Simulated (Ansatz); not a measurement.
input.yaml

```yaml
crystal:
  periodic: [false, false, false]
  atoms:
    - { symbol: B, position_ang: [0.10049, 0.170682, 0.031674] }
    - { symbol: H, position_ang: [0.185185, -0.628903, 0.959201] }
    - { symbol: F, position_ang: [1.305124, 0.407467, -0.654558] }
    - { symbol: H, position_ang: [-0.886384, 0.037875, -0.687354] }
    - { symbol: "N", position_ang: [-0.191832, 1.620054, 0.820469] }
    - { symbol: H, position_ang: [0.585295, 1.777988, 1.477026] }
    - { symbol: C, position_ang: [-0.305092, 2.778817, -0.104604] }
    - { symbol: H, position_ang: [-1.171573, 2.603935, -0.758231] }
    - { symbol: H, position_ang: [-0.418239, 3.73282, 0.435408] }
    - { symbol: H, position_ang: [0.604116, 2.786963, -0.721198] }
    - { symbol: H, position_ang: [-1.043491, 1.519103, 1.388569] }
basis:
  gaussian: { orbitals: "6-31G*" }
hamiltonian:
  xc: pbe
neb:
  order_check: false
  images: 7
  f_tol: 0.05
  max_iterations: 60
  final_atoms:
    - { symbol: B, position_ang: [0.45079013, 0.45443136, -0.76281234] }
    - { symbol: H, position_ang: [-1.32340627, 0.57044399, 2.7807647] }
    - { symbol: F, position_ang: [1.37604875, -0.5136946, -0.58027138] }
    - { symbol: H, position_ang: [-0.43062928, 0.28927058, -1.56998913] }
    - { symbol: "N", position_ang: [0.5304745, 1.63632738, -0.00798644] }
    - { symbol: H, position_ang: [1.29539308, 1.73986515, 0.66155124] }
    - { symbol: C, position_ang: [-0.36901801, 2.77620631, -0.09728623] }
    - { symbol: H, position_ang: [-1.14377757, 2.55952846, -0.84904556] }
    - { symbol: H, position_ang: [-0.8731666, 2.97805193, 0.86611815] }
    - { symbol: H, position_ang: [0.16282947, 3.69503009, -0.40758886] }
    - { symbol: H, position_ang: [-0.91193918, 0.62134037, 2.15294787] }
  initial_path:
    images:
      - { positions_ang: [[0.10049, 0.170682, 0.031674], [0.185185, -0.628903, 0.959201], [1.305124, 0.407467, -0.654558], [-0.886384, 0.037875, -0.687354], [-0.191832, 1.620054, 0.820469], [0.585295, 1.777988, 1.477026], [-0.305092, 2.778817, -0.104604], [-1.171573, 2.603935, -0.758231], [-0.418239, 3.73282, 0.435408], [0.604116, 2.786963, -0.721198], [-1.043491, 1.519103, 1.388569]] }
      - { positions_ang: [[0.04346078, 0.1318467, -0.00503577], [0.10278921, -0.49688129, 1.07448986], [1.23346476, 0.29751515, -0.68296321], [-0.9517591, 0.06542671, -0.69376613], [-0.11959389, 1.64168458, 0.76540852], [0.56337021, 1.78867684, 1.50152813], [-0.29872252, 2.80710642, -0.12421376], [-1.02193911, 2.59826283, -0.87056203], [-0.59722324, 3.65053808, 0.40327406], [0.59898615, 2.98709855, -0.60113579], [-0.78923425, 1.33552644, 1.41937812]] }
      - { positions_ang: [[-0.01356844, 0.09301139, -0.04174554], [0.02039341, -0.36485958, 1.18977871], [1.16180553, 0.1875633, -0.71136842], [-1.01713421, 0.09297842, -0.70017826], [-0.04735578, 1.66331517, 0.71034804], [0.54144543, 1.79936568, 1.52603026], [-0.29235303, 2.83539583, -0.14382351], [-0.87230523, 2.59259065, -0.98289306], [-0.77620747, 3.56825616, 0.37114013], [0.59385629, 3.18723411, -0.48107359], [-0.5349775, 1.15194987, 1.45018724]] }
      - { positions_ang: [[-0.07059765, 0.05417609, -0.07845531], [-0.06200238, -0.23283787, 1.30506757], [1.09014629, 0.07761145, -0.73977363], [-1.08250931, 0.12053013, -0.70659039], [0.02488233, 1.68494575, 0.65528756], [0.51952064, 1.81005451, 1.55053239], [-0.28598355, 2.86368525, -0.16343327], [-0.72267134, 2.58691848, -1.09522409], [-0.95519171, 3.48597424, 0.33900619], [0.58872644, 3.38736966, -0.36101138], [-0.28072075, 0.96837331, 1.48099636]] }
      - { positions_ang: [[-0.12762687, 0.01534078, -0.11516508], [-0.14439817, -0.10081616, 1.42035642], [1.01848706, -0.0323404, -0.76817884], [-1.14788441, 0.14808184, -0.71300252], [0.09712044, 1.70657633, 0.60022708], [0.49759585, 1.82074335, 1.57503452], [-0.27961407, 2.89197466, -0.18304302], [-0.57303746, 2.5812463, -1.20755511], [-1.13417595, 3.40369232, 0.30687225], [0.58359658, 3.58750521, -0.24094917], [-0.026464, 0.78479675, 1.51180548]] }
      - { positions_ang: [[0.01697738, 0.12511343, -0.27707689], [-0.4391502, 0.06699888, 1.76045849], [1.10787748, -0.15267895, -0.72120198], [-0.96857063, 0.18337903, -0.92724918], [0.20545895, 1.68901409, 0.4481737], [0.69704516, 1.8005238, 1.3466637], [-0.30196505, 2.86303257, -0.16160383], [-0.71572248, 2.57581684, -1.11792773], [-1.06892361, 3.29728222, 0.44668373], [0.47840481, 3.61438643, -0.28260909], [-0.2478328, 0.74393265, 1.67209108]] }
      - { positions_ang: [[0.16158163, 0.23488607, -0.43898871], [-0.73390222, 0.23481392, 2.10056056], [1.1972679, -0.2730175, -0.67422511], [-0.78925685, 0.21867621, -1.14149583], [0.31379747, 1.67145185, 0.29612032], [0.89649447, 1.78030425, 1.11829288], [-0.32431604, 2.83409048, -0.14016463], [-0.85840751, 2.57038738, -1.02830034], [-1.00367127, 3.19087212, 0.5864952], [0.37321303, 3.64126765, -0.32426902], [-0.46920159, 0.70306856, 1.83237668]] }
      - { positions_ang: [[0.30618588, 0.34465872, -0.60090053], [-1.02865425, 0.40262895, 2.44066263], [1.28665832, -0.39335605, -0.62724825], [-0.60994306, 0.25397339, -1.35574248], [0.42213599, 1.65388962, 0.14406694], [1.09594377, 1.7600847, 0.88992206], [-0.34666703, 2.8051484, -0.11872543], [-1.00109254, 2.56495792, -0.93867295], [-0.93841894, 3.08446203, 0.72630667], [0.26802125, 3.66814887, -0.36592894], [-0.69057039, 0.66220446, 1.99266227]] }
      - { positions_ang: [[0.45079013, 0.45443136, -0.76281234], [-1.32340627, 0.57044399, 2.7807647], [1.37604875, -0.5136946, -0.58027138], [-0.43062928, 0.28927058, -1.56998913], [0.5304745, 1.63632738, -0.00798644], [1.29539308, 1.73986515, 0.66155124], [-0.36901801, 2.77620631, -0.09728623], [-1.14377757, 2.55952846, -0.84904556], [-0.8731666, 2.97805193, 0.86611815], [0.16282947, 3.69503009, -0.40758886], [-0.91193918, 0.62134037, 2.15294787]] }
```

Run as:

```bash
$ ansatz run input.yaml --threads 1 --pin off --max-ram 2048MiB --backend cpu --events-out ev --progress --plain --runs-dir out
```

Hardware: 1 thread of INTEL(R) XEON(R) PLATINUM 8581C CPU @ 2.30GHz (Emerald Rapids) (shared host).

Problem. Roughly how long does this run take, and how much memory?

Solution. 3.8 min, with a peak of 0.14 GiB, for 28 band iterations.
